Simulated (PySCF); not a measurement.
**Radial density of Br+ (bromine, charge +1)**

MN15, [Ar] 3d10 4s2 4p4, high-spin 3P determinant. All numbers are calculated (PySCF 2.14, a scalar-relativistic core potential, in cc-pVDZ-PP with ECP10MDF). This is the valence pseudo-density: the core potential removes the inner electrons and smooths the orbitals near the nucleus.

| r (bohr) | 4πr²ρ (e/bohr) | 4πr²(ρα − ρβ) |
| --- | --- | --- |
| 0.000635 | 2.306e-05 | 0.0000 |
| 0.00107 | 6.513e-05 | 0.0000 |
| 0.00180 | 0.0001835 | 0.0000 |
| 0.00302 | 0.0005127 | 0.0000 |
| 0.00508 | 0.001402 | 0.0000 |
| 0.00855 | 0.003618 | 0.0000 |
| 0.0144 | 0.008152 | 0.0000 |
| 0.0242 | 0.01504 | 0.0000 |
| 0.0407 | 0.03073 | 0.0000 |
| 0.0684 | 0.1520 | 0.0003 |
| 0.115 | 1.248 | 0.0023 |
| 0.194 | 7.339 | 0.0302 |
| 0.326 | 25.79 | 0.2157 |
| 0.548 | 31.33 | 0.1419 |
| 0.921 | 9.001 | 0.2421 |
| 1.55 | 4.312 | 1.2399 |
| 2.61 | 1.414 | 0.5368 |
| 4.38 | 0.08513 | 0.0346 |
| 7.37 | 7.392e-05 | 0.0000 |

Energies and moments cover only the electrons outside the core potential.
